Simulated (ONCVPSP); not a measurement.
# Te (Z = 52): ONCV pseudisation with PBE, scalar-relativistic reference atom.

Te (Z = 52), optimised norm-conserving Vanderbilt (ONCV), made with ONCVPSP 4.0.1 (PBE, scalar-relativistic). Core [Ar] 3d10, reference 4s2 4p6 4d10 5s2 5p4. Waves: 4s+5s: rc 1.30 bohr, ncon 4, nbas 7, qcut 7.2 1/bohr, 2 projectors; 4p+5p: rc 1.60 bohr, ncon 4, nbas 9, qcut 7.3 1/bohr, 3 projectors, debl 1 Ha; 4d: rc 1.15 bohr, ncon 4, nbas 9, qcut 14.1 1/bohr, 1 projector. Local part: polynomial inside 0.90 bohr (lpopt 5, dvloc0 0 Ha). Core correction: Teter function, fcfact 2.5, rcfact 1.1.

All-electron outer shells of the reference configuration (PBE, scalar-relativistic, ld1.x):

| shell | level (eV) | outermost node (bohr) | outermost maximum (bohr) |
| --- | --- | --- | --- |
| 3p | -803.91 | 0.13 | 0.29 |
| 3d | -560.05 | – | 0.24 |
| 4s | -164.39 | 0.38 | 0.70 |
| 4p | -114.41 | 0.38 | 0.74 |
| 4d | -41.65 | 0.36 | 0.81 |
| 5s | -15.11 | 0.91 | 1.80 |
| 5p | -5.95 | 1.00 | 2.17 |

Task: Does the generator finish with these settings?

Result: Yes, a potential is produced and its reference levels are reproduced.

Task: Estimate the cutoffs (Ha) at which the residual kinetic energy of the hardest occupied pseudo-wave falls to 1 and 0.1 mHa per electron.

Result: 56 Ha and 86 Ha.

Task: Does the potential have ghost states?

Result: No bound ghost flagged; GHOST(+) flagged for s at 206.2 eV.

Task: Tests: 4s2 4p6 4d10 5s2 5p3; 4s2 4p6 4d10 5s2 5p2; 4s2 4p6 4d10 5s2 5p1; 4s1 4p6 4d10 5s2 5p4. Which has the largest error in its energy relative to the reference configuration, and how large is it?

Result: 4s1 4p6 4d10 5s2 5p4, with -476 meV (all-electron minus pseudo) on +173.36 eV.
